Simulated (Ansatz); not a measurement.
Calculated with Ansatz (gas phase, PBE0-D4/def2-TZVP geometries, no zero-point term in ΔE). CBS: MP2 limit from def2 TZ/QZ plus the TZ coupled-cluster correction, frozen cores. This one scheme is used for every species, atoms too. DFT in def2-TZVPP. Open shells (•) are unrestricted, without spin–orbit coupling. Spin–orbit coupling would lower the free atoms: a little for B, F.

`[BH3-][P+](F)(F)F` → B• + 3 F• + 3 H• + P•  (atomization)

```csv
species,BLYP-D4 energy (Eh)
`[BH3-][P+](F)(F)F`,-667.76586
B•,-24.65148
F•,-99.76086
H•,-0.49755
P•,-341.26396
```

(1) Work out ΔE.

Largest T1 diagnostic among the species: 0.014.

Answers

(1) ΔE = 3 × (-99.76086) + 3 × (-0.49755) + (-24.65148) + (-341.26396) − (-667.76586) = 1.07519 Eh = +29.26 eV. CCSD(T)/CBS gives +29.09 eV.

In def2-TZVPP, CCSD(T) changes the Hartree–Fock value by +7.43 eV (the triples alone add +0.50 eV) and MP2 by +8.38 eV; breaking electron pairs costs correlation energy, which Hartree–Fock lacks. Leaving LDA and LC-ωPBE aside and taking each functional with its dispersion term where it has one, the values, not all of them listed here, spread over 1.92 eV, from BHLYP-D4 to PBE-D4. LDA lies +4.64 eV from PBE without D4, its usual overbinding.

For atomizations the MP2-based limit and the directly extrapolated one differ by several kJ/mol either way, and by 10 to 25 for some Ge, Se and Sn compounds, so smaller differences from it don't rank the levels.
